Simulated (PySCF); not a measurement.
Gas-phase reaction: 2 InCl2 + 3 InF = InF3 + 4 InCl

Method: PySCF energies (xtb for GFN2) plus ideal-gas RRHO corrections (1 bar). † marks an energy on the PBE0/def2-TZVP geometry and frequencies; other levels use their own. MP2 and CCSD(T) freeze the core. Open shells (unrestricted): InCl2 (multiplicity 2); the rest are closed-shell singlets. GFN2 has no spin-polarisation term. In: scalar-relativistic def2 core potential, no spin-orbit coupling. InCl2: computed as isolated molecules; such fragments, hydroxides, amides, oligomers or adducts are transient or little studied in the gas. MP2 isn't extrapolated to the basis-set limit; its ΔH°(298 K) is -126.9 kJ in def2-SVP and -145.5 kJ in def2-TZVPP. CCSD(T) isn't extrapolated to the basis-set limit; its ΔH°(298 K) is -128.9 kJ in def2-SVP and -133.5 kJ in def2-TZVPP. The harmonic model lacks anharmonicity and excited electronic states, which grow with temperature; levels with a mode under 35 cm⁻¹ are left out. Soft modes under 120 cm⁻¹ make the harmonic entropy rough for InCl2.

```tsv
level	ΔE electronic, kJ	ΔH°(298 K), kJ	ΔS°(298 K), J/K	ΔG°(2000 K), kJ
BLYP/def2-TZVP†	-109	-107	-34	-46
CCSD(T)/def2-TZVPP†	-136	-134	-34	-72
GFN2-xTB	120	122	-32	179
M06-2X/def2-TZVP†	-106	-104	-34	-43
MP2/def2-TZVPP†	-148	-146	-34	-84
PBE/def2-SVP	-114	-112	-35	-49
PBE/def2-TZVP†	-108	-106	-34	-45
PBE0/def2-TZVP	-115	-113	-34	-52
ωB97M-V/def2-TZVP†	-125	-123	-34	-62
ωB97X-V/def2-TZVP†	-128	-126	-34	-65
```
ΔH° is lowest at MP2/def2-TZVPP† and highest at GFN2-xTB. No reference value is set beside these.
